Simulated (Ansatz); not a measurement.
```yaml
crystal:
  periodic: [false, false, false]
  atoms:
    - {symbol: C, position_ang: [0.674993, 1.412978, 0.022709]}
    - {symbol: C, position_ang: [0.126243, 0.045127, 0.428602]}
    - {symbol: C, position_ang: [1.122609, -1.042729, 0.051760]}
    - {symbol: C, position_ang: [-0.119480, 0.017848, 1.935148]}
    - {symbol: N, position_ang: [-1.152836, -0.246718, -0.222177]}
    - {symbol: In, position_ang: [-1.409272, -0.456996, -2.196230]}
    - {symbol: Cl, position_ang: [0.210861, -0.992862, -3.756310]}
    - {symbol: Cl, position_ang: [-3.570436, -0.370525, -3.025246]}
    - {symbol: H, position_ang: [-0.047874, 2.200831, 0.249796]}
    - {symbol: H, position_ang: [1.606605, 1.644220, 0.546169]}
    - {symbol: H, position_ang: [0.882945, 1.437791, -1.052069]}
    - {symbol: H, position_ang: [0.745748, -2.023767, 0.348122]}
    - {symbol: H, position_ang: [2.081880, -0.874949, 0.545732]}
    - {symbol: H, position_ang: [1.309556, -1.055532, -1.026458]}
    - {symbol: Xx, position_ang: [0.808472, 0.200410, 2.481624]}
    - {symbol: H, position_ang: [-0.518182, -0.951841, 2.238905]}
    - {symbol: H, position_ang: [-0.835852, 0.791875, 2.226501]}
    - {symbol: H, position_ang: [-1.915981, 0.264861, 0.203421]}
basis:
  gaussian: {orbitals: def2-mTZVP}
hamiltonian: {xc: {name: PBEsol}}
output: {forces: true}
```

```sh
$ ansatz run in.yaml --threads 5 --pin off --events-out ev --progress --plain --max-ram 66560MiB --backend cpu
```

Q: How does Ansatz answer? (An estimate is asked.)

A: Ansatz gave: The input was rejected before any iteration.
```
Error: YAML parse error: error: line 18 column 16: `Xx` is not an element symbol (H … Og, case-exact)
16 |     - {symbol: H, position_ang: [2.081880, -0.874949, 0.545732]}
17 |     - {symbol: H, position_ang: [1.309556, -1.055532, -1.026458]}
18 |     - {symbol: Xx, position_ang: [0.808472, 0.200410, 2.481624]}
19 |     - {symbol: H, position_ang: [-0.518182, -0.951841, 2.238905]}
20 |     - {symbol: H, position_ang: [-0.835852, 0.791875, 2.226501]}
```
